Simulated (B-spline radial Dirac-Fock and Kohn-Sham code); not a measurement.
**Successive ionisation energies of erbium: Dirac-Fock against NIST**

These are calculated numbers from a radial finite-basis atomic code; the model is Dirac-Fock (average of configuration) total-energy differences with a finite nucleus, the Breit interaction including its frequency dependence, and self-energy and vacuum-polarisation corrections. Each value is the difference of the configuration-average energies of two neighbouring ions in their tabulated ground configurations. No correlation. NIST's values refer to the lowest levels; many for high charge states are themselves semi-empirical or theoretical. Where a p, d or f shell is open in either ion the computed value averages over both j values and all terms, while the table refers to the lowest levels; that difference holds spin-orbit splitting (largest in heavy or highly charged ions), term energies where several electrons share open shells, and correlation, and it can reach 10 % or more.

| ion | configuration | computed (eV) | NIST (eV) | kind | NIST − computed (eV) |
| --- | --- | --- | --- | --- | --- |
| Er⁹⁺ | [Kr] 4d10 4f10 5s2 5p1 | 160.9 | 177 ± 9 | theoretical | +16.10 |
| Er¹⁰⁺ | [Kr] 4d10 4f10 5s2 | 180.7 | 201 ± 10 | theoretical | +20.34 |
| Er¹¹⁺ | [Kr] 4d10 4f9 5s2 | 210.6 | 235 ± 11 | theoretical | +24.38 |
| Er¹²⁺ | [Kr] 4d10 4f8 5s2 | 242.1 | 268 ± 14 | theoretical | +25.92 |
| Er¹³⁺ | [Kr] 4d10 4f7 5s2 | 278.2 | 290 ± 15 | theoretical | +11.78 |
| Er¹⁴⁺ | [Kr] 4d10 4f7 5s1 | 300.6 | 311 ± 16 | theoretical | +10.36 |
| Er¹⁵⁺ | [Kr] 4d10 4f7 | 325.9 | 345 ± 17 | theoretical | +19.15 |
| Er¹⁶⁺ | [Kr] 4d10 4f6 | 361.5 | 381 ± 19 | theoretical | +19.45 |
| Er¹⁷⁺ | [Kr] 4d10 4f5 | 398.5 | 415 ± 21 | theoretical | +16.47 |
| Er¹⁸⁺ | [Kr] 4d10 4f4 | 436.8 | 450 ± 22 | theoretical | +13.22 |
| Er¹⁹⁺ | [Kr] 4d10 4f3 | 476.3 | 486 ± 25 | theoretical | +9.75 |
| Er²⁰⁺ | [Kr] 4d10 4f2 | 516.9 | 520 ± 30 | theoretical | +3.06 |
| Er²¹⁺ | [Kr] 4d10 4f1 | 558.8 | 555 ± 5 | theoretical | -3.80 |
| Er²²⁺ | [Kr] 4d10 | 773.5 | 770 ± 4 | theoretical | -3.47 |
| Er²³⁺ | [Kr] 4d9 | 816.1 | 810 ± 4 | theoretical | -6.11 |
| Er²⁴⁺ | [Kr] 4d8 | 859.4 | 853 ± 4 | theoretical | -6.40 |
| Er²⁵⁺ | [Kr] 4d7 | 903.3 | 899 ± 4 | theoretical | -4.35 |

Question: Where in this range is the largest relative jump, and why?

Answer: From Er²¹⁺ (558.8 eV) to Er²²⁺ (773.5 eV), a factor of 1.38. The configuration goes from [Kr] 4d10 4f1 to [Kr] 4d10, so the next electron comes out of a deeper subshell.
